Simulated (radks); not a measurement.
The numbers below are computed, except where a source is named.
All-electron atom: Rh6+ in [Kr] 4d3 (the NIST ground configuration). Level of theory: Dirac Kohn-Sham, relativistic LDA (MacDonald-Vosko exchange, VWN5 correlation), spin-unpolarised, spherical densities, finite nucleus; open shells fill j = l - 1/2 first; Fermi nuclear charge, rms radius 4.4945 fm (a radial shooting solver on a logarithmic mesh with Libxc functionals).

Spin-orbit splittings of the eigenvalues, e(l+1/2) - e(l-1/2), with zeta = 2 splitting/(2l+1) and mean radii in bohr:

shell  occ.  splitting (eV)  zeta (eV)  <r> j=l-1/2  <r> j=l+1/2
2p        6           143.4      95.57       0.1205       0.1254
3p        6           24.75      16.50       0.3835       0.3943
3d       10           4.915      1.966       0.3679       0.3714
4p        6               ?          ?        1.008        1.033
4d        3          0.6406     0.2562        1.206        1.215
5p        0           1.055     0.7033        2.234        2.274

Estimate the 4p splitting.

Answer. 4.396 eV (zeta = 2.931 eV).
